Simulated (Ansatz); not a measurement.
`[SiH3][O][GeH2][Cl]` + `O[SiH3]` → `[SiH3][O][GeH2][O][SiH3]` + HCl at 500 K and 1 bar (ligand exchange at a Ge–Cl bond).

Calculated with Ansatz (gas phase, PBE0-D4/def2-TZVP geometries, no zero-point term in ΔE). CCSD(T)/CBS adds triple-zeta CCSD(T) − MP2 to the extrapolated MP2 energy (def2 sets, frozen cores). This one scheme is used for every species. For Ge outer-core shells are correlated without core-valence functions, which leaves a few kJ/mol of doubt a bond. Scalar relativity is left out up to krypton. One conformer a species, not always the lowest.

```json
{"species": "`[SiH3][O][GeH2][Cl]`", "CCSD(T)/CBS energy (Eh)": "-2903.24621", "H − E (kJ/mol)": "169.3", "S (J/(mol·K))": "433.9"}
{"species": "`O[SiH3]`", "CCSD(T)/CBS energy (Eh)": "-366.69042", "H − E (kJ/mol)": "127.5", "S (J/(mol·K))": "292.9"}
{"species": "`[SiH3][O][GeH2][O][SiH3]`", "CCSD(T)/CBS energy (Eh)": "-2809.54693", "H − E (kJ/mol)": "259.8", "S (J/(mol·K))": "512.1"}
{"species": "HCl", "CCSD(T)/CBS energy (Eh)": "-460.38127", "H − E (kJ/mol)": "32.5", "S (J/(mol·K))": "201.9"}
```

H − E and S are ideal-gas, rigid-rotor, harmonic terms from PBE0-D4/def2-TZVP, for one conformer and one mirror image of each species. 1 Eh = 2625.50 kJ/mol, R = 8.31446 J/(mol·K).

Q: By hand: ΔE, ΔH, ΔS and ΔG.

A: ΔE = (-2809.54693) + (-460.38127) − (-2903.24621) − (-366.69042) = 0.00843 Eh = 22.1 kJ/mol. Δ(H − E) = 259.8 + 32.5 − 169.3 − 127.5 = -4.5, so ΔH = 17.6 kJ/mol. ΔS = 512.1 + 201.9 − 433.9 − 292.9 = -12.8 J/(mol·K). ΔG = 17.6 − 500 × (-12.8)/1000 = 24.0 kJ/mol.

Q: By hand: the equilibrium constant, and the temperature at which ΔG would vanish if ΔH and ΔS stayed fixed.

A: log₁₀ K = −ΔG/(RT ln 10) = -2.5. ΔH and −TΔS have one sign here, so there is no such temperature.

TΔS isn't small against ΔH here. A doubt of 5 kJ/mol in ΔE shifts log₁₀ K by 0.5 here. Other conformers and mirror images would add mixing entropy, several J/(mol·K) or more a flexible species. Modes under 60 cm⁻¹, often nearly free rotors, make the harmonic entropy too high. These are equilibria of isolated gas molecules and say nothing of rates. Largest T1 diagnostic: 0.012 (customary marks: 0.02 for closed shells, 0.045 for open ones).

ΔS is within the doubt of such terms, so its sign, and with it that verdict, could turn.
